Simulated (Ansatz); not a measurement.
Na2F2, relaxed as a singlet with RKS PBE0-D4/def2-TZVP in Ansatz, starting from the GFN1-xTB geometry. Force threshold 0.02 eV/Å.

The structure comes from a short search, and lower isomers may exist.

Start:

```xyz
4

Na   -0.179    1.168    0.606
Na    0.500   -1.359   -0.777
F    -1.698    0.095   -0.157
F     1.378    0.095    0.329
```

| step | energy (eV) | largest force component (eV/Å) | SCF passes |
| --- | --- | --- | --- |
| 1 | -14261.9234 | 1.288 | 14 |
| 2 | -14262.2937 | 0.882 | 20 |
| 3 | -14262.4214 | 0.809 | 19 |
| 4 | -14262.4696 | 0.039 | 19 |
| 5 | -14262.4711 | 0.015 | 18 |

Force components are those of the run's own axes.

End:

```xyz
4

Na   -0.2131    1.2223    0.6840
Na    0.2119   -1.2234   -0.6814
F    -1.4790   -0.0934   -0.2951
F     1.4802    0.0944    0.2925
```

By distances, no bond broke or formed. The bond that changes most is Na2–F3, from 2.71 to 2.07 Å (atoms count from 1). The end is the same structure that another start reached, the lowest one found.

No frequencies were taken in this run, so the end may be a saddle point.

It took 3.8 s on 4 threads of Arm Neoverse V2 on a shared host.
